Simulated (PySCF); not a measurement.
PySCF input for Br2Sn, SMILES [Sn]([Br])[Br] (connectivity only; charge and spin as stated), charge +1, multiplicity 2, PBE0-D3(BJ)/def2-SVP. Geometry: PBE0-D3(BJ)/def2-SVP. The spin state was assumed, not searched. The isomer is the one that the SMILES or the coordinates give; other isomers of the formula were not compared. The def2 effective core potentials stand for the cores of Sn; spin–orbit coupling is left out.

```python
import numpy as np
from pyscf import gto, scf, dft, df
from pyscf.hessian import thermo

mol = gto.M(
    atom='''
    Sn    0.00000000    0.00000000    0.72415404
    Br    0.00000000   -2.11585920   -0.51725289
    Br    0.00000000    2.11585920   -0.51725289
    ''',
    basis='def2-SVP',
    ecp={'Sn': 'def2-svp'},
    charge=1,
    spin=1,
    max_memory=1600,
    verbose=3,
)
mf = dft.UKS(mol, xc='pbe0').density_fit(auxbasis='def2-universal-jkfit')
mf.disp = 'd3bj'
mf.grids.level = 3
mf.conv_tol = 1e-11
mf.max_cycle = 100
mf.kernel()
fine, coarse = mf.grids, dft.Grids(mol).set(level=1).build(with_non0tab=True)
for _ in range(3):  # follow internal instabilities
    mf.grids = coarse
    mo, _, stable, _ = mf.stability(return_status=True, nroots=4)
    mf.grids = fine
    if stable:
        break
    mf.kernel(mf.make_rdm1(mo, mf.mo_occ))

# [left out here: the lines that compute and print the analytic Hessian (its translational invariance restored by hand, since the grid's response is missing), thermochemistry and intensities]
```

Program output:

```

WARN: HOMO -0.657534531568774 >= LUMO -0.657534531568765

converged SCF energy = -5361.16893108402  <S^2> = 0.7575114  2S+1 = 2.0074973
<class 'pyscf.df.df_jk.DFUKS'> wavefunction is stable in the internal stability analysis

WARN: DFTD3 does not support analytical Hessian, using finite difference


WARN: Mole.unit (angstrom) is changed to Bohr

Mode                                 0                   1                   2
Irrep
Freq [cm^-1]                       61.9723            232.2498            275.1737
Reduced mass [au]                  88.8311             87.5250             95.5296
Force const [Dyne/A]                0.2010              2.7816              4.2619
Char temp [K]                      89.1643            334.1558            395.9137
Normal mode                   x     y     z       x     y     z       x     y     z
       0  Sn                 0.00  0.00 -0.05    0.00  0.00  0.05    0.00 -0.06  0.00
       1  Br                -0.00 -0.05  0.04    0.00 -0.06 -0.04   -0.00  0.05  0.03
       2  Br                 0.00  0.05  0.04   -0.00  0.06 -0.04    0.00  0.05 -0.03
temperature 298.1500 [K]
pressure 101325.00 [Pa]
Rotational constants [GHz] 4.81456 0.70639 0.61601
Symmetry number 2
Zero-point energy (ZPE) 0.00130 [Eh]   3405.743 [J/mol]
                           tot       elec      trans        rot        vib
Entropy [J/mol/K]       334.755      5.763    178.955    117.324     32.712
Cv [J/mol/K]             47.886      0.000     12.472     12.472     22.942
Cp [J/mol/K]             56.200      0.000     20.786     12.472     22.942
Internal energy [J/mol]                      3718.434   3718.434   8063.521
Internal energy [Eh]   -5361.16303  -5361.16893
Enthalpy [J/mol]                             6197.391   3718.434   8063.521
Enthalpy [Eh]          -5361.16208
Gibbs free energy [J/mol]                  -47158.038 -31261.863  -1689.557
Gibbs free energy [Eh] -5361.20010
mode   freq/cm-1   IR/(km/mol)
   1       61.97         1.473
   2      232.25         5.060
   3      275.17        18.920
max |gradient| / (hartree/bohr): 4.898862130775697e-05
APT charges: [ 1.1442 -0.0721 -0.0721]
```

The calculation finished and met its thresholds.
